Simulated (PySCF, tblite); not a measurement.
Compound: C₈H₁₅P.
Atom-mapped SMILES: `[CH2:1]=[CH:2][CH:3]1[CH2:4][P:5]([CH2:6][CH2:7][CH3:8])[CH2:9]1` (hydrogens: H10, H11 on C1; H12 on C2; H13 on C3; H14, H15 on C4; H16, H17 on C6; H18, H19 on C7; H20, H21, H22 on C8; H23, H24 on C9)

Cartesian coordinates in Å at the GFN2-xTB level; atoms count from 1:
```xyz
24
C8H15P angstrom
C     -4.0139    0.3191   -0.3516
C     -3.1113   -0.1985    0.4615
C     -1.6443    0.0470    0.3675
C     -1.0074    0.5966    1.6617
P      0.4299   -0.6096    1.5769
C      1.5514    0.3895    0.4698
C      2.6752   -0.4758   -0.0928
C      3.6198    0.3321   -0.9746
C     -0.7846   -1.2322    0.2855
H     -3.7384    0.9740   -1.1626
H     -5.0657    0.1147   -0.2439
H     -3.4153   -0.8519    1.2702
H     -1.4439    0.7088   -0.4781
H     -0.7499    1.6548    1.6514
H     -1.6258    0.3961    2.5377
H      0.9800    0.8492   -0.3406
H      1.9767    1.1882    1.0855
H      2.2460   -1.2960   -0.6742
H      3.2347   -0.9202    0.7339
H      3.0811    0.7660   -1.8151
H      4.0746    1.1405   -0.4054
H      4.4131   -0.3007   -1.3660
H     -1.3201   -2.1075    0.6552
H     -0.3737   -1.4644   -0.6960
```

Method used: PBE0/pcSseg-1 in PySCF (dipole) on a GFN2-xTB geometry, gas phase.

Take the most abundant isotopes and a rigid rotor. The values belong to one conformer with, in the numbering `[CH2:1]=[CH:2][CH:3]1[CH2:4][P:5]([CH2:6][CH2:7][CH3:8])[CH2:9]1`, C1–C2–C3–C4 124°, C4–P5–C6–C7 -165°, P5–C6–C7–C8 -179°, C2–C3–C4–P5 134°, C3–C4–P5–C6 86°, C4–P5–C9–C3 11°, C2–C3–C9–P5 -134°.

Q: Give the principal moments of inertia and the rotational constants in MHz.

A: Ia = 168.86, Ib = 819.95, Ic = 882.52 u·Å²; 505379 MHz·u·Å²/I gives A = 2993, B = 616.4, C = 572.7 MHz.

Q: Classify the top.

A: A near-prolate asymmetric top. Ray's parameter κ = (2B − A − C)/(A − C) = -0.964; −1 is the prolate and +1 the oblate limit.

Q: Is it planar, by Δ = Ic − Ia − Ib?

A: Not planar: Δ = Ic − Ia − Ib = -106.29 u·Å². For a rigid frame Δ = −2 Σ m c², so Σ m c² = 53.15 u·Å² lies off the ab plane: 18.92 from hydrogen and 34.23 from heavier atoms. The atom farthest from that plane is 2.01 Å away.

Q: Give the other two planar moments, Paa and Pbb, and the rms extents of the mass along the axes.

A: Paa = Σ m a² = (Ib + Ic − Ia)/2 = 766.80 and Pbb = Σ m b² = (Ia + Ic − Ib)/2 = 115.71 u·Å². With the mass M = 142.09 u, the rms extents √(P/M) along a, b and c are 2.32, 0.90, 0.61 Å.

Q: Predict some low-J microwave lines.

A: The dipole components are |μa| = 0.05 D, |μb| = 1.16 D, |μc| = 0.41 D. Intensities carry the squares of the components, which stand as 0.00 : 1.00 : 0.12 (a : b : c). Some lines, for components of 0.1 D or more:

| type | branch | J(Ka,Kc) | MHz | lower level (cm⁻¹) |
| --- | --- | --- | --- | --- |
| b | Q | 5(1,4) ← 5(0,5) | 2743 | 0.594 |
| b | R | 5(0,5) ← 4(1,4) | 3746 | 0.469 |
| b | R | 2(1,2) ← 1(0,1) | 4711 | 0.040 |
| c | Q | 5(2,4) ← 5(1,4) | 6870 | 0.686 |
| b | Q | 5(2,3) ← 5(1,4) | 6891 | 0.686 |
| b | R | 2(2,1) ← 1(1,0) | 9551 | 0.120 |
| c | R | 2(2,1) ← 1(1,1) | 9595 | 0.119 |
| b | R | 3(2,1) ← 2(1,2) | 10831 | 0.197 |
| c | Q | 4(3,2) ← 4(2,2) | 11985 | 0.717 |
| c | R | 4(2,3) ← 3(1,3) | 12082 | 0.314 |
| b | R | 5(2,3) ← 4(1,4) | 13379 | 0.469 |
| b | R | 3(3,1) ← 2(2,0) | 15559 | 0.439 |
| c | R | 4(3,2) ← 3(2,2) | 16750 | 0.558 |
| b | Q | 5(4,1) ← 5(3,2) | 16787 | 1.315 |
| b | R | 5(3,2) ← 4(2,3) | 17941 | 0.717 |
| c | R | 4(4,1) ← 3(3,1) | 21545 | 0.958 |
| c | Q | 5(5,1) ← 5(4,1) | 21584 | 1.875 |
| b | R | 5(4,2) ← 4(3,1) | 22734 | 1.117 |
| c | R | 5(5,0) ← 4(4,0) | 27531 | 1.677 |

Its GFN2-xTB frequencies are all real (lowest 43 cm⁻¹). Constants of a rigid frame at the computed geometry: no zero-point averaging, no centrifugal distortion. A rigid rotor knows nothing of internal rotation, which can split or shift real lines.
